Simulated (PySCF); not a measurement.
Cl2Pb, charge +1, doublet, geometry from GFN2-xTB (such geometries of metal compounds can be far from the true shape) (a state made from the parent by changing its charge; the spin is typed, not shown lowest) (core potentials on Pb). Base run: SVWN5/def2-SVP run with PySCF.

Here is a job for PySCF.
```python
from pyscf import gto, scf, dft

mol = gto.Mole()
mol.atom = '''
    Pb    0.01015581   -0.01565948    0.63472292
    Cl    0.88949124    1.05107845   -1.52042667
    Cl   -0.93847809   -0.97554448   -1.54117802
'''
mol.basis = 'def2-svp'
mol.ecp = {'Pb': 'def2-svp'}
mol.charge = 1
mol.spin = 1
mol.verbose = 4
mol.build()

mf = dft.UKS(mol)
mf.xc = 'lda,vwn'
mf.kernel()
mf.analyze()
```

Each row names what was changed in the base input (with any setting that the change needs).

| change | ΔE vs base (µEh) | SCF cycles | <S^2> | outcome |
|---|---|---|---|---|
| base | 0.0 | 13 | 0.752 | converged |
| diis = off; damp = 0.6 (with mf.diis_start_cycle = 200; with mf.max_cycle = 150) | - | 150 | - | not converged |
| init_guess = mod_huckel | 0.0 | 14 | 0.752 | converged |
| diis_space = 12 | 0.0 | 13 | 0.752 | converged |
| diis_space = 2 | - | 50 | - | not converged |
| init_guess = sap | 0.0 | 18 | 0.752 | converged |
| init_guess = atom | 0.0 | 10 | 0.752 | converged |
| level_shift = 1.0 (with mf.max_cycle = 100) | 0.0 | 72 | 0.752 | converged |
| init_guess = huckel | 0.0 | 13 | 0.752 | converged |
| DIIS = ADIIS | 0.0 | 24 | 0.752 | converged |
| level_shift = 0.1 (with mf.max_cycle = 100) | 0.0 | 14 | 0.752 | converged |
| init_guess = vsap | - | - | - | input refused |
| conv_tol = 1e-7 | 0.0 | 11 | 0.752 | converged |

Open shells are given as the SCF converged; they aren't shown to be the lowest states, and a large step between rows can be another state.

- init_guess = vsap: ended with `AssertionError: ECP or PP not supported`
